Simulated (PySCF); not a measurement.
Ligands exchanged one at a time, Ga Br-SiH3. Isolated molecules, 0 K electronic values unless said otherwise. Strings in code marks are SMILES.

The T1 excitation (TDA) from two functionals at the same geometries (B3LYP-D3(BJ)/def2-TZVP), both in PySCF: PBE-D3(BJ)/def2-TZVP and M06-2X/def2-TZVP. Excitations are Tamm–Dancoff values on a coarser integration grid. The basis has no diffuse functions, so Rydberg states are missing or too high.

```tsv
species	PBE-D3(BJ)/def2-TZVP (eV)	M06-2X/def2-TZVP (eV)
0 of 3 Br replaced by SiH3 (`[Br][Ga]([Br])[Br]`)	4.03	5.17
1 of 3 Br replaced by SiH3	3.87	4.22
2 of 3 Br replaced by SiH3 (`[SiH3][Ga]([SiH3])[Br]`)	2.85	3.06
3 of 3 Br replaced by SiH3	2.63	2.75
```

Over these rows, drawn at random from the members with no instability flagged (it was tested for open shells, ions and some series alone), PBE minus M06-2X: mean -0.46 eV, from -1.14 eV to -0.12 eV.
